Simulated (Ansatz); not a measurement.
Coupled-cluster run, `[F][Al]1[SiH2][PH]1`.

```yaml
crystal:
  periodic: [false, false, false]
  atoms:
    - {symbol: F, position_ang: [-0.519512, -2.899859, 0.491723]}
    - {symbol: Al, position_ang: [-0.387475, -1.278530, 0.271231]}
    - {symbol: Si, position_ang: [0.546990, 0.834394, 0.521844]}
    - {symbol: P, position_ang: [-1.163515, 0.420995, -1.055600]}
    - {symbol: H, position_ang: [1.799262, 1.436278, -0.006339]}
    - {symbol: H, position_ang: [-0.030945, 1.703030, 1.580695]}
    - {symbol: H, position_ang: [-0.183607, -0.284307, -1.849155]}
basis:
  gaussian: {orbitals: def2-TZVPP}
correlation: {method: ccsd_t}
output: {orbitals: {seedname: orbitals}}
```

```sh
$ ansatz run in.yaml --threads 2 --pin off --events-out ev --progress --plain --max-ram 4352MiB
```

The program prints (abridged):

```
Functional definition: HF
1181 factors; integrals over basis functions are off by at most 1.0e-3 eV
mean field evaluation 1: about -26470.9376 eV, gradient 3.2e1 eV
mean field evaluation 2: about -26471.2744 eV, gradient 3.2e1 eV
mean field evaluation 4: about -26473.7589 eV, gradient 2.9e0 eV
mean field evaluation 8: about -26473.8393 eV, gradient 2.8e-1 eV
mean field -26473.84002999 eV, -972.8956764887 hartree, gradient 4.3e-6 eV, S^2 0.000000; 0 other end points of the search recorded, 0 dependent functions left out
16 core orbitals not correlated: weight in the atoms' cores, before any rotation towards them, 1.000 or more for the frozen orbitals, at most 0.000 for the correlated occupied ones
reference -26473.84002999 eV, -972.8956764887 hartree; 11, 11 occupied and 172, 172 virtual orbitals, 1181 factors
second order -16.19728016 eV of doubles, -0.00000000 eV of singles
cycle   1  -16.68526891 eV  change   -4.9e-1 eV  update   1.0e-1
cycle   2  -17.12697269 eV  change   -4.4e-1 eV  update   3.4e-2
cycle   3  -17.23331657 eV  change   -1.1e-1 eV  update   1.9e-2
cycle   4  -17.22469053 eV  change    8.6e-3 eV  update   5.0e-3
cycle   5  -17.22125102 eV  change    3.4e-3 eV  update   2.3e-3
cycle   6  -17.22172971 eV  change   -4.8e-4 eV  update   9.9e-4
cycle   7  -17.22137504 eV  change    3.5e-4 eV  update   4.7e-4
cycle   8  -17.22137098 eV  change    4.1e-6 eV  update   2.1e-4
cycle   9  -17.22150833 eV  change   -1.4e-4 eV  update   9.1e-5
cycle  10  -17.22150171 eV  change    6.6e-6 eV  update   3.7e-5
cycle  11  -17.22148851 eV  change    1.3e-5 eV  update   1.7e-5
perturbative correction -0.72086533 eV, -0.0264913123 hartree
Total energy: -26491.78238383 eV, -973.5550458308 hartree
```

It took 55 s on 2 threads of an Arm Neoverse V1 on a shared host, with 2.1 GiB of host memory at the peak.

The correlation energy is -17.942 eV, 4.0 % of it from (T); the T1 diagnostic reads 0.0156.
